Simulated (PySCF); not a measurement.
Compound: C₃H₁₂Si₂.
Numbering: `[CH3:1][C@H:2]([SiH3:3])[CH2:4][SiH3:5]` (hydrogens: H6, H7, H8 on C1; H9 on C2; H10, H11, H12 on Si3; H13, H14 on C4; H15, H16, H17 on Si5)

Structure used (PBE0-D3(BJ)/def2-SVP), in Å, numbered top down from 1:
```
atom  x, y, z in Å
C1    -0.343    1.202   -0.763
C2    -0.474   -0.260   -0.338
Si3   -2.169   -0.597    0.444
C4     0.647   -0.710    0.614
Si5    2.404   -0.599   -0.085
H6     0.598    1.388   -1.307
H7    -1.166    1.510   -1.427
H8    -0.351    1.874    0.111
H9    -0.432   -0.891   -1.247
H10   -3.277   -0.231   -0.494
H11   -2.317    0.213    1.694
H12   -2.297   -2.045    0.799
H13    0.616   -0.124    1.551
H14    0.498   -1.761    0.918
H15    2.434   -1.164   -1.471
H16    2.905    0.809   -0.144
H17    3.341   -1.386    0.775
```

Computed with core-valence-separated Tamm–Dancoff BHandHLYP/aug-pcX-1 (pcseg-1 on H, def2-SVPD on Si) in PySCF, non-relativistic, gas phase, PBE0-D3(BJ)/def2-SVP geometry. Absolute energies from this functional tend to lie a few eV below measured edges; no shift was applied.

**Question.** What does the C 1s absorption edge look like?

**Answer.** 
| E (eV) | f | core hole on | main final orbital |
| --- | --- | --- | --- |
| 285.39 | 0.0110 | C4 | LUMO (49 %) |
| 285.47 | 0.0083 | C1 | LUMO (67 %) |
| 285.62 | 0.0158 | C2 | LUMO (46 %) |
| 286.00 | 0.0301 | C4 | LUMO+6 (36 %) |
| 286.18 | 0.0213 | C4 | spread |
| 286.22 | 0.0733 | C1 + C2 | spread (2 roots, f summed) |
| 286.30 | 0.0321 | C1 | spread |
| 286.58 | 0.0065 | C4 | spread |
| 286.65 | 0.0051 | C1 | LUMO+1 (40 %) |
| 286.67 | 0.0087 | C2 | LUMO+1 (64 %) |
| 286.76 | 0.0009 | C2 | LUMO+2 (40 %) |
| 286.83 | 0.0019 | C4 | LUMO+7 (38 %) |
| 286.98 | 0.0019 | C4 | spread |

The first line with a tenth or more of the strongest one's intensity is at 285.39 eV (f = 0.011), with the hole on C4 (sp3 carbon bound to silicon). The strongest listed is at 286.22 eV (f = 0.073, sum of 2; C1 + C2).

Roots within 0.03 eV whose holes lie on the same, on equivalent or on shared atoms are summed into one line, and the highest roots are left out, as the search may have cut off their partners. Final orbitals are the ground state's empty Kohn–Sham orbitals.

**Question.** What length of transition dipole belongs to the line at 285.62 eV?

**Answer.** From f = (2/3) ΔE |μ|² in atomic units, with ΔE = 10.497 Eh and f = 0.0158: |μ| = 0.048 au = 0.12 D.

The list ends where the root search ended, not at a threshold.

One conformer stands for the species.
